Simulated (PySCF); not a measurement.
**Telling isomers of C3H11NP2Si apart by NMR**

- GIAO PBE0/pcSseg-1 shieldings
- GFN2-xTB geometry
- run in PySCF
- no solvent, one conformer, no relativistic terms, rapidly exchanging positions averaged

Scale: 1H and 13C against TMS (reference shieldings calculated alike). Splittings of carbon signals by F and P are missing where no couplings were computed. Where no couplings were computed, multiplicities follow the n + 1 count of equivalent neighbours, and m marks all less simple cases (inequivalent or close neighbours, rings, F or P nearby). Shifts are as computed. Against solution values, carbons near 30 ppm lie about +3 ppm off and those near 130 ppm about +5 ppm. Of 1211 compounds with measured shifts, 218 miss one by over three times the rms of a fit or turn the order of signals round; such compounds aren't used in these exercises.

(1) Tabulate the signals of `C=CN(C)[SiH](P)P`, `CN(C)/C([SiH3])=P/P` and their relative energies.

(2) What is the quickest way to tell C=CN(C)[SiH](P)P from CN(C)/C([SiH3])=P/P?

Results:

(1) 
```json
{"SMILES": "C=CN(C)[SiH](P)P", "carbon types": "1×CH 1×CH2 1×CH3", "δC": "145.5, 87.3, 34.2", "δH": "6.17 (m, 1H), 6.03 (m, 1H), 4.09 (m, 1H), 3.94 (m, 1H), 2.78 (s, 3H), 1.24 (m, 4H)", "E rel. (kcal/mol)": "0.0"}
{"SMILES": "CN(C)/C([SiH3])=P/P", "carbon types": "1×C 2×CH3", "δC": "212.5, 47.6", "δH": "4.76 (m, 3H), 3.29 (s, 6H), 3.00 (m, 2H)", "E rel. (kcal/mol)": "25.4"}
```

Energies are electronic energies at PBE0/pcSseg-1 on these geometries, without zero-point or thermal terms, each for the one conformer computed, which needn't be the lowest.

(2) Count the carbon signals: 3 against 2. The first has an alkene carbon bearing nitrogen (CH) at 145.5 ppm, the second a carbon double-bonded to a heavier main-group atom (C) at 212.5 ppm. In the proton spectra the most deshielded non-exchanging signals are 6.17 (m, 1H) and 4.76 (m, 3H).
